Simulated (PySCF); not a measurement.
## Computed properties of C₃H₆BFO₂, SMILES OB(O)C1(CC1)F

C₃H₆BFO₂, SMILES OB(O)C1(F)CC1. Geometry: B3LYP-D3(BJ)/def2-SVP. This is a generated structure with no PubChem entry under its InChIKey; it may be hypothetical. One conformer was computed; it need not be the lowest. All values are computed for the isolated molecule unless a solvent is named; none is compared with measurement here.

**Structure.** The optimised structure has Cs symmetry. All 33 harmonic modes at B3LYP-D3(BJ)/def2-SVP (PySCF) are real, so it is a minimum. With heavy atoms numbered as in [OH:1][B:2]([OH:3])[C:4]1([F:5])[CH2:6][CH2:7]1, the shortest bond between them is O1–B2 at 1.360 Å and the longest B2–C4 at 1.568 Å.

**Vibrations.** The strongest infrared lines (harmonic, unscaled, degenerate partners summed) lie at 1441 cm⁻¹ (302 km/mol, B 38 %, H 36 %, C 15 %, O 10 %), 1488 cm⁻¹ (175 km/mol, B 59 %, O 17 %, H 16 %), 1007 cm⁻¹ (147 km/mol, H 53 %, O 41 %). The softest mode is at 69 cm⁻¹ and the zero-point energy is 61.4 kcal/mol.

**Electronic structure.** ωB97X/def2-TZVP (PySCF) places the frontier levels at -10.58 and 2.89 eV, a gap of 13.47 eV, and gives a dipole moment of 0.55 D and a mean polarisability of 53.5 bohr³. PBE/def2-TZVP (PySCF) at the same geometry gives -6.71 and 0.02 eV, so its gap is 6.74 eV narrower. An orbital gap is neither the optical nor the fundamental gap.

**Excitations.** TDA-PBE0/def2-SVPD (PySCF) has S1 at 7.37 eV (168 nm, f = 0.004, weak); the most intense of the 10 singlets computed lies at 8.07 eV (f = 0.18). T1 (TDA) is at 7.25 eV, 0.12 eV under S1. TDA-PBE/def2-SVPD (PySCF) puts S1 at 6.30 eV. No vertical singlet excitation falls in the visible range (under 3.1 eV).

**NMR.** GIAO shifts at B3LYP/pcSseg-1 (PySCF) (non-relativistic, atoms alike by connectivity averaged): ¹³C from 16.0 to 73.8 ppm against TMS; ¹H from 1.3 to 4.8 ppm against TMS; ¹⁹F at -243.7 ppm against CFCl3; ¹¹B at 20.3 ppm against BF3.
